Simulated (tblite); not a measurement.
Compound: C7H9O (doublet state).
SMILES with atom numbers: `[CH3:1][C@@H:2]1[CH:3][C@@H:4]2[CH:5]=[CH:6][C@H:7]1[O:8]2` (hydrogens: H9, H10, H11 on C1; H12 on C2; H13 on C3; H14 on C4; H15 on C5; H16 on C6; H17 on C7)
Bond orders are those of one Lewis drawing.

Computed with GFN2-xTB (tblite), gas phase: L-BFGS steps from a force-field or distance-geometry start until the largest atomic force falls under 0.01 eV/Å.

Step 0: E = -639.4551 eV
```
atom  x, y, z in Å  |  force x, y, z in eV/Å
C1      1.7588   -0.6467    0.0195    1.492   0.224   0.911
C2      0.7780    0.3441   -0.6016    2.074   0.403   1.235
C3      0.3474    1.2801    0.5296   -0.349   0.765  -1.669
C4     -1.1388    1.0200    0.5366    0.196  -0.135   1.300
C5     -1.3865   -0.3859    1.0136   -0.230  -1.478  -0.190
C6     -1.1392   -1.1752   -0.0480    0.488   0.109   1.520
C7     -0.5118   -0.2317   -1.0521   -1.882  -0.754  -0.495
O8     -1.3722    0.8700   -0.8287   -0.881   1.269  -1.598
H9      1.4299   -1.6918   -0.0003    0.156   0.426  -0.214
H10     2.7802   -0.5171   -0.4102   -0.798  -0.454   0.103
H11     1.8847   -0.3465    1.0973   -0.142  -0.528  -0.805
H12     1.2634    0.9502   -1.3876   -0.235  -0.432   0.072
H13     0.6109    2.3273    0.3127    0.097  -0.456   0.784
H14    -1.7410    1.7760    1.0212   -0.211   0.205  -0.126
H15    -1.7093   -0.7127    1.9950   -0.044   0.347  -0.302
H16    -1.3296   -2.2354   -0.1475    0.373   0.296  -0.014
H17    -0.5318   -0.6128   -2.0593   -0.104   0.195  -0.512
```

Step 1: E = -639.7437 eV
```
atom  x, y, z in Å  |  force x, y, z in eV/Å
C1      1.7801   -0.6435    0.0325    0.561  -0.129   0.434
C2      0.8076    0.3499   -0.5839    0.211  -0.124   0.447
C3      0.3424    1.2910    0.5057   -0.419   0.242  -1.010
C4     -1.1360    1.0181    0.5551    0.002  -0.249   0.103
C5     -1.3898   -0.4070    1.0109   -0.268   0.165   0.681
C6     -1.1322   -1.1736   -0.0263    0.571  -0.743  -0.145
C7     -0.5387   -0.2425   -1.0592   -0.610   0.220   0.153
O8     -1.3848    0.8881   -0.8515   -0.278   0.456  -0.363
H9      1.4322   -1.6857   -0.0034    0.213   0.467  -0.176
H10     2.7688   -0.5236   -0.4087   -0.082  -0.364  -0.081
H11     1.8826   -0.3541    1.0858    0.062  -0.361  -0.091
H12     1.2600    0.9440   -1.3866   -0.025  -0.328  -0.051
H13     0.6123    2.3208    0.3239    0.173   0.097   0.614
H14    -1.7440    1.7789    1.0194   -0.196   0.169   0.004
H15    -1.7100   -0.7077    1.9907   -0.141   0.187  -0.015
H16    -1.3243   -2.2311   -0.1477    0.370   0.231   0.030
H17    -0.5333   -0.6100   -2.0666   -0.146   0.064  -0.534
```

Step 2: E = -639.8193 eV
```
atom  x, y, z in Å  |  force x, y, z in eV/Å
C1      1.7957   -0.6453    0.0438   -0.061  -0.059  -0.012
C2      0.8183    0.3488   -0.5714   -0.276  -0.198  -0.098
C3      0.3333    1.2981    0.4810   -0.296   0.055  -0.398
C4     -1.1354    1.0129    0.5613   -0.357   0.097  -0.185
C5     -1.3957   -0.4086    1.0234    0.217  -0.186  -0.769
C6     -1.1197   -1.1876   -0.0242    0.211   0.683   0.611
C7     -0.5565   -0.2407   -1.0578   -0.052   0.140  -0.181
O8     -1.3930    0.9009   -0.8636   -0.070  -0.098   0.198
H9      1.4367   -1.6754   -0.0075    0.163   0.215  -0.138
H10     2.7647   -0.5320   -0.4100    0.319  -0.278  -0.182
H11     1.8834   -0.3627    1.0815    0.192  -0.227   0.418
H12     1.2588    0.9363   -1.3873    0.031  -0.357  -0.022
H13     0.6160    2.3212    0.3382    0.181   0.314   0.494
H14    -1.7484    1.7828    1.0190   -0.058   0.016  -0.025
H15    -1.7128   -0.7030    1.9895   -0.268   0.042   0.447
H16    -1.3160   -2.2257   -0.1472    0.285  -0.334  -0.033
H17    -0.5364   -0.6081   -2.0785   -0.163   0.175  -0.128
```

Problem. Estimate the geometry and energy of step 3. (The exact step hangs on the optimiser's Hessian estimate; all steps are aligned on step 2, rigid shifts and turns removed.)

Solution. E = -639.8602 eV, largest force 0.540 eV/Å
```
atom  x, y, z in Å  |  force x, y, z in eV/Å
C1      1.8017   -0.6469    0.0486   -0.141   0.131  -0.128
C2      0.8189    0.3453   -0.5673   -0.330  -0.141  -0.333
C3      0.3247    1.3021    0.4639   -0.190   0.116  -0.037
C4     -1.1404    1.0120    0.5612   -0.323   0.222  -0.297
C5     -1.3951   -0.4120    1.0174   -0.056   0.231   0.283
C6     -1.1109   -1.1835   -0.0141    0.192  -0.053  -0.210
C7     -0.5651   -0.2377   -1.0599    0.172   0.071  -0.222
O8     -1.3976    0.9052   -0.8660   -0.102  -0.218   0.202
H9      1.4412   -1.6675   -0.0113    0.081  -0.045  -0.118
H10     2.7676   -0.5400   -0.4132    0.316  -0.222  -0.145
H11     1.8866   -0.3700    1.0858    0.221  -0.187   0.456
H12     1.2587    0.9275   -1.3880    0.057  -0.353  -0.022
H13     0.6203    2.3261    0.3520    0.144   0.239   0.431
H14    -1.7513    1.7848    1.0185   -0.053  -0.022  -0.018
H15    -1.7181   -0.7003    1.9956   -0.142   0.123   0.095
H16    -1.3080   -2.2283   -0.1475    0.345  -0.092   0.025
H17    -0.5402   -0.6047   -2.0858   -0.191   0.200   0.039
```

The energy changes by -0.0409 eV. The first-order estimate −F·Δx gives -0.0608 eV and the mean of the old and new forces, exact on a quadratic surface, -0.0409 eV. The step makes an angle of 41° with the force vector and moves no atom by more than 0.020 Å.

The cost below is that of the whole relaxation. The run took 0.57 s wall on Arm Neoverse V1, one thread, no GPU, on a shared host.
